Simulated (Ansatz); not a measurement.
One change: `[OH][InH][Br]` becomes `[OH][InH][OH]`.

Ansatz, PBE0-D4/def2-TZVP geometries, multiplicity 1. Each molecule was computed in one conformer, which needn't be the lowest.

Elements past krypton have def2 core potentials. Scalar relativity is left out up to krypton.

```
                                                                                  property  `[OH][InH][Br]`
                                            zero-point energy (PBE0-D4/def2-TZVP) / kJ/mol             52.0
                                            size of the dipole moment (PBE/def2-TZVPP) / D             3.18
                                                       HOMO energy (B3LYP/def2-TZVPP) / eV            -7.90
ideal-gas entropy at 298 K and 1 bar (rigid rotor, harmonic PBE0-D4/def2-TZVP) / J/(mol·K)              326
                                                        LUMO energy (PBE0/def2-TZVPP) / eV            -1.55
                                                     LUMO energy (ωB97M-V/def2-TZVPP) / eV            -0.05
```

Q: What does the change do to each property? (Best estimate.)

A: Ansatz gave: 
```json
{"property": "zero-point energy (PBE0-D4/def2-TZVP) / kJ/mol", "`[OH][InH][OH]`": "84.6", "shift": "32.6"}
{"property": "size of the dipole moment (PBE/def2-TZVPP) / D", "`[OH][InH][OH]`": "2.09", "shift": "-1.09"}
{"property": "HOMO energy (B3LYP/def2-TZVPP) / eV", "`[OH][InH][OH]`": "-8.01", "shift": "-0.11"}
{"property": "ideal-gas entropy at 298 K and 1 bar (rigid rotor, harmonic PBE0-D4/def2-TZVP) / J/(mol·K)", "`[OH][InH][OH]`": "310", "shift": "-16"}
{"property": "LUMO energy (PBE0/def2-TZVPP) / eV", "`[OH][InH][OH]`": "-1.05", "shift": "0.50"}
{"property": "LUMO energy (ωB97M-V/def2-TZVPP) / eV", "`[OH][InH][OH]`": "0.34", "shift": "0.39"}
```

With PBE0 the HOMO falls by 0.10 eV and the LUMO rises by 0.50 eV, so the gap widens by about 0.60 eV. PBE moves the HOMO by 0.25 eV and ωB97M-V by -0.36 eV. The zero-point energy changes by 32.6 kJ/mol with +3 modes. Dipoles are sizes alone; their direction can turn.

B3LYP here is the variant with VWN-RPA as its local correlation; programs differ in this.

Spin–orbit coupling is left out; it splits and shifts lone-pair levels of the heavy atoms by tenths of an eV.
